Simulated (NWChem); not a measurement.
System: Si₃H₇, doublet; SMILES [SiH2][SiH2][SiH3]

```xyz
10

Si     0.5119    -1.9326    -0.0039
Si    -0.8930    -0.0669     0.1105
Si     0.4333     1.8760     0.0344
H     -0.1726    -3.2715     0.1041
H      1.4368    -1.9187    -1.1942
H     -1.8990    -0.0385    -1.0175
H     -1.6560    -0.1166     1.4094
H     -0.4195     3.1157     0.0789
H      1.2392     1.8875    -1.2371
H      1.3797     1.8914     1.2045
```
Atoms are numbered in this order, from 1.

Level: PBE-D3(BJ)/def2-SVP, spin-unrestricted (NWChem), optimised geometry, unscaled harmonic frequencies. 

Q: List the harmonic frequencies with IR intensities, and the thermochemistry.

A: 
| frequency (cm⁻¹) | IR intensity (km/mol) |
|---|---|
| 75 | 0.0 |
| 88 | 0.4 |
| 102 | 0.5 |
| 311 | 11.2 |
| 380 | 0.9 |
| 398 | 0.2 |
| 412 | 9.1 |
| 453 | 3.4 |
| 526 | 15.3 |
| 553 | 5.6 |
| 657 | 41.2 |
| 678 | 167.1 |
| 831 | 210.3 |
| 863 | 111.6 |
| 886 | 24.2 |
| 902 | 29.7 |
| 906 | 40.8 |
| 2114 | 62.5 |
| 2132 | 85.9 |
| 2148 | 20.7 |
| 2153 | 42.5 |
| 2161 | 85.0 |
| 2169 | 100.7 |
| 2171 | 92.6 |

The zero-point energy is 34.4 kcal/mol. The thermal correction to the enthalpy at 298.15 K (with zero-point energy) is 39.8 kcal/mol and the heat capacity Cv comes out as 26.1 cal/(mol K). The entropy at 298.15 K and 1 atm (symmetry number 1, electronic part: spin degeneracy alone) is 86.2 cal/(mol K) and the dipole moment comes out as 0.12 D.

Rigid rotor and harmonic oscillator; modes under 100 cm⁻¹ make the entropy uncertain.
